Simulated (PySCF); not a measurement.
Compound: C₄H₁₂Si₂.
Structure used (PBE0-D3(BJ)/def2-SVP), in Å, numbered top down from 1:
```xyz
18
C4H12Si2 angstrom
Si    -3.314   -0.142    0.430
C     -1.698    0.197   -0.470
Si    -0.150   -0.495    0.349
C      1.396   -0.035   -0.590
C      2.042    1.312   -0.366
C      2.722    0.077    0.124
H     -3.549   -1.615    0.545
H     -3.275    0.435    1.810
H     -4.473    0.463   -0.297
H     -1.772   -0.217   -1.491
H     -1.575    1.289   -0.577
H     -0.021    0.069    1.732
H     -0.277   -1.983    0.463
H      1.451   -0.413   -1.618
H      1.598    1.985    0.375
H      2.463    1.827   -1.234
H      2.748   -0.104    1.203
H      3.615   -0.267   -0.404
```

Computed, not measured: core-valence-separated Tamm–Dancoff BHandHLYP/aug-pcX-1 (pcseg-1 on H, def2-SVPD on Si) in PySCF, non-relativistic, gas phase, PBE0-D3(BJ)/def2-SVP geometry. BHandHLYP without relativity tends to put these K edges a few eV too low, so spacings mean more than positions.

The lowest roots of each edge with f over 0.003 (five at most, numbered afresh; weaker and dark ones are left out), with transition dipoles (au) in the frame of the coordinates:

| root | edge | E (eV) | μx | μy | μz |
| --- | --- | --- | --- | --- | --- |
| 1 | C | 284.92 | -0.0049 | 0.0098 | -0.0203 |
| 2 | C | 285.47 | 0.0015 | 0.0173 | 0.0436 |
| 3 | C | 285.58 | 0.0062 | 0.0534 | 0.0376 |
| 4 | C | 285.81 | -0.0108 | 0.0350 | -0.0166 |
| 5 | C | 285.82 | -0.0266 | 0.0054 | 0.0101 |

Question: What are the oscillator strengths?

Answer: f = (2/3) ΔE |μ|², with ΔE in hartree (27.2114 eV):

```tsv
root	ΔE (Eh)	|μ|² (au)	f	core hole on
1	10.4708	0.000532	0.004	C2
2	10.4907	0.002203	0.015	C4
3	10.4950	0.004304	0.030	C2
4	10.5034	0.001617	0.011	C5/C6
5	10.5038	0.000839	0.006	C5/C6
```

Question: Molecules are fixed in this frame and the field points along y. What effective strengths 3 f cos²θ do the roots have (θ between field and μ)?

Answer: root 1 (C2): 0.002, root 2 (C4): 0.006, root 3 (C2): 0.060, root 4 (C5/C6): 0.026, root 5 (C5/C6): 0.001. Root 3 is the strongest. Averaged over all orientations cos²θ is 1/3, which gives f back.

One conformer stands for the species.
